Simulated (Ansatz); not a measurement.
Relaxation of CH2NTe (5 atoms, charge 0, multiplicity 2), to a largest force component of 0.015 eV/Å in at most 40 steps.

These are results of UKS B3LYP/def2-SVP in Ansatz, not measurements.

```xyz
5
Properties=species:S:1:pos:R:3
C -0.434 0.336 -0.289
N 0.677 0.046 0.206
Te 1.621 -1.360 1.125
H -1.295 -0.331 -0.297
H -0.570 1.310 -0.745
```

Q: Where does it end, and by what steps?

A: The forces met the threshold. After 6 steps the energy has fallen by 0.066 eV; Te3 moved furthest, 0.06 Å.

| step | energy less start (eV) | largest force component (eV/Å) | accepted |
| --- | --- | --- | --- |
| 0 | 0.0000 | 1.033 | yes |
| 1 | -0.0593 | 0.230 | yes |
| 2 | -0.0628 | 0.132 | yes |
| 3 | -0.0648 | 0.088 | yes |
| 4 | -0.0648 | 0.073 | yes |
| 5 | -0.0434 | 0.461 | no |
| 6 | -0.0660 | 0.009 | yes |

```xyz
5
Properties=species:S:1:pos:R:3
C -0.433 0.345 -0.292
N 0.703 0.091 0.198
Te 1.622 -1.411 1.145
H -1.291 -0.353 -0.286
H -0.601 1.328 -0.765
```

Whether the end is a true minimum wasn't checked by a vibrational analysis.

The run took 33 s on 1 thread of Intel(R) Xeon(R) Processor @ 2.70GHz, with other jobs on the host, peak memory 0.18 GiB.
